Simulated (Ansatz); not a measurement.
Reaction (redistribution): `[OH][In]([OH])[Cl]` + `N[Si]Br` → `[OH][In]([Cl])[Br]` + `N[Si]O`

Program: Ansatz. Geometries: PBE0-D4/def2-TZVP. ΔE: electronic, gas phase. CCSD(T)/CBS is the MP2 limit (def2-TZVPP, def2-QZVPP) plus CCSD(T) − MP2 in def2-TZVPP, frozen cores. This one scheme is used for every species. DFT in def2-TZVPP. B3LYP here is the variant with VWN-RPA as its local correlation; programs differ in this. Elements past krypton have def2 core potentials. For Br, In outer-core shells are correlated without core-valence functions, which leaves a few kJ/mol of doubt a bond. Scalar relativity is left out up to krypton. One conformer a species, not always the lowest.

Question: Is it downhill or uphill in electronic energy at CCSD(T)/CBS, and by how much? (Estimate.)

Answer: The calculation gave: Downhill: ΔE = -93.9 kJ/mol.

Question: What do these levels give: ωB97M-V, B3LYP, SCS-MP2/def2-TZVPP, CCSD/def2-TZVPP, SCS-MP2/def2-QZVPP, CCSD/CBS(def2)? (Estimate.)

Answer: Ansatz gave: ωB97M-V -97.1, B3LYP -96.1, SCS-MP2/def2-TZVPP -96.1, CCSD/def2-TZVPP -100.3, SCS-MP2/def2-QZVPP -95.1, CCSD/CBS(def2) -98.1 kJ/mol.

Largest T1 diagnostic among the species: 0.016.

From PBE to PBE0 (25 % exact exchange), in def2-TZVPP and without D4, ΔE moves by −10.1 kJ/mol. In def2-TZVPP, CCSD(T) changes the Hartree–Fock value by +22.1 kJ/mol (the triples alone add +4.2 kJ/mol) and MP2 by +23.2 kJ/mol.
